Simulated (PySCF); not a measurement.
Correlation energy of Ga+ (gallium, charge +1)

[Ar] 3d10 4s2, closed-shell 1S. All numbers are calculated (PySCF 2.14, scalar relativity through the core potential, in cc-pVDZ-PP with ECP10MDF (4s3p2d, 23 functions)). Frozen: 3s2 3p6 3d10; 2 electrons correlated.

Total MP2 correlation energy: -23.09 mhartree.

Same-spin part 0.00 and opposite-spin part -23.09 mhartree; SCS-MP2 scales them by 1/3 and 6/5 to -27.71 mhartree.

With two correlated electrons CCSD is exact within the correlated space (frozen core and kept virtual orbitals).

| level | correlation energy (mhartree) |
| --- | --- |
| CCSD | -35.25 |

Diagnostics: T1 = 0.0038, D1 = 0.0054, largest double amplitude 0.097.

**Question.** Is a single reference adequate?

**Answer.** Mostly. T1 lies below 0.03, but a double amplitude of this size points to a near-degeneracy that CCSD handles and MP2 describes poorly.
